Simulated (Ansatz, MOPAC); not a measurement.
Species: SiCl, charge 0, multiplicity 2. SMILES: [Si]Cl

Atoms: Si1, Cl2. Bonds: Si1-Cl2.

Bond lengths (Å) and angles (degrees) optimised at AM1 with MOPAC; B3LYP/LANL2DZ with Ansatz (a program for electronic structure); B3LYP/6-31G* with Ansatz, each started from the B3LYP-D3(BJ)/def2-TZVP structure (Ansatz) of the last column. A row stands for all coordinates that are equal there. 6-31G* holds six Cartesian d functions.

```json
[
 {"coordinate": "Si1-Cl2", "AM1": "1.982", "B3LYP/LANL2DZ": "2.220", "B3LYP/6-31G*": "2.103", "B3LYP-D3(BJ)/def2-TZVP": "2.084"}
]
```

Mean signed difference of all 1 bond lengths from B3LYP-D3(BJ)/def2-TZVP: AM1 -0.102 Å, B3LYP/LANL2DZ 0.136 Å, B3LYP/6-31G* 0.019 Å.
